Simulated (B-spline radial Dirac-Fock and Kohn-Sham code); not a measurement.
**Relative photoemission cross sections at Al Kα (taken as 1486.9 eV): 4s, 4p1/2, 4p3/2, Ga to Ba**

Level of theory: Dirac-Hartree-Slater photoionisation with all multipoles and Dirac-Fock thresholds; a radial finite-basis atomic code. Cross sections are relative to C 1s, computed as 13.92 kb at this energy; β is from the dipole term. Free atoms in their tabulated ground configurations, whose changes along a row show as steps; without correlation, outer binding energies come out low.

| Z | element | σ 4s | σ 4p1/2 | σ 4p3/2 | β 4p3/2 | binding 4p3/2 (eV) |
| --- | --- | --- | --- | --- | --- | --- |
| 31 | Ga | 0.0876 | 0.00740 | 0.0141 | 1.57 | 5.41 |
| 32 | Ge | 0.110 | 0.0215 | 0.0410 | 1.58 | 6.81 |
| 36 | Kr | 0.210 | 0.163 | 0.310 | 1.63 | 13.01 |
| 38 | Sr | 0.288 | 0.259 | 0.498 | 1.65 | 27.33 |
| 40 | Zr | 0.363 | 0.350 | 0.675 | 1.67 | 37.33 |
| 43 | Tc | 0.481 | 0.495 | 0.957 | 1.69 | 52.09 |
| 46 | Pd | 0.597 | 0.635 | 1.23 | 1.70 | 59.40 |
| 48 | Cd | 0.693 | 0.757 | 1.48 | 1.71 | 78.27 |
| 49 | In | 0.742 | 0.822 | 1.61 | 1.71 | 90.23 |
| 50 | Sn | 0.794 | 0.888 | 1.75 | 1.71 | 102.6 |
| 54 | Xe | 1.02 | 1.18 | 2.38 | 1.71 | 156.8 |
| 56 | Ba | 1.14 | 1.34 | 2.72 | 1.70 | 197.9 |
